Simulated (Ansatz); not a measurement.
# Which isomer of C2H8InN gives these data?

These gas-phase data were calculated for one isomer of C2H8InN at PBE0-D4/def2-SVP (harmonic, unscaled wavenumbers; equilibrium rotational constants with average atomic masses):

```
rotational constants            : 6.525, 2.599, 1.904 GHz
all wavenumbers above 1500 cm⁻¹ : 3624, 3188, 3177, 3111, 3068, 3032, 2980, 1803
```

Candidates:

(1) `C[NH][InH][CH3]`, a singlet
(2) `C[CH2][InH][NH2]`, a singlet
(3) `[CH3][In]([CH3])[NH2]`, a singlet

Q: Assign the data to one candidate and say why.

A: Candidate (1). 1 mode lies between 3250 and 3800 cm⁻¹, one for each N–H bond, while (2) has 2, (3) has 2.

The same quantities for all candidates:

|  | rotational constants (GHz) | wavenumbers above 1500 cm⁻¹ | E above the lowest, PBE0-D4/def2-SVP (kcal/mol) |
| --- | --- | --- | --- |
| (1) | 6.525, 2.599, 1.904 | 3624, 3188, 3177, 3111, 3068, 3032, 2980, 1803 | 10.1 |
| (2) | 6.292, 2.694, 1.931 | 3722, 3610, 3140, 3118, 3117, 3069, 3037, 1798, 1512 | 5.8 |
| (3) | 4.865, 3.902, 2.226 | 3719, 3608, 3185, 3185, 3173, 3173, 3066, 3065, 1513 | 0.0 |

Each candidate is one conformer. Atoms past krypton carry core potentials. Programs: Ansatz 0.2.0.
